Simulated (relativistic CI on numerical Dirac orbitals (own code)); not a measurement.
**Radial parameters of Pt LXII**

Calculated at this level of theory: Dirac-Coulomb-Breit CI, orbitals from a KLI potential per configuration, model QED, unscaled Slater integrals (own radial code, finite nucleus).

Slater integrals F^k, G^k are unscaled and averaged over j, outside the closed core [Ne]; ζ comes from projecting the Hamiltonian with its Breit term on Σ l·s of the shell.

- 3s2 3p5: ζ(3p) = 2.4213e+06 cm⁻¹; <r>(3p) = 0.1716, <r^2>(3p) = 0.03418 (bohr units).
- 3s2 3p4 3d: F^2(3p,3p) = 566780, ζ(3p) = 2.4199e+06, F^2(3p,3d) = 573250, G^1(3p,3d) = 595630, G^3(3p,3d) = 401920, ζ(3d) = 325460 cm⁻¹; <r>(3p) = 0.1717, <r^2>(3p) = 0.03422, <r>(3d) = 0.1528, <r^2>(3d) = 0.02694 (bohr units).
- 3s 3p5 3d: G^1(3s,3p) = 723820, ζ(3p) = 2.4197e+06, G^2(3s,3d) = 461280, F^2(3p,3d) = 573030, G^1(3p,3d) = 595520, G^3(3p,3d) = 401810, ζ(3d) = 326690 cm⁻¹; <r>(3s) = 0.1742, <r^2>(3s) = 0.03474, <r>(3p) = 0.1718, <r^2>(3p) = 0.03425, <r>(3d) = 0.1529, <r^2>(3d) = 0.02697 (bohr units).

Averages of the first 10 configurations, taken without configuration mixing, which lowers the lowest level and can move excited configurations by several eV; other configurations of the list can lie among them:

| Configuration | Parity | States | Average energy above the lowest level (eV) |
| --- | --- | --- | --- |
| 3s2 3p5 | odd | 6 | 159.1 |
| 3s2 3p4 3d | even | 150 | 636.6 |
| 3s 3p6 | even | 2 | 693.5 |
| 3s 3p5 3d | odd | 120 | 1160.2 |
| 3s 3p4 3d2 | even | 1350 | 1636.4 |
| 3p6 3d | even | 10 | 1708.7 |
| 3s2 3p3 3d 4p | even | 1200 | 3781.2 |
| 3s2 3p4 4s | even | 30 | 3099.6 |
| 3s 3p4 3d 4s | even | 600 | 4090.2 |
| 3p6 4s | even | 2 | 4177.2 |
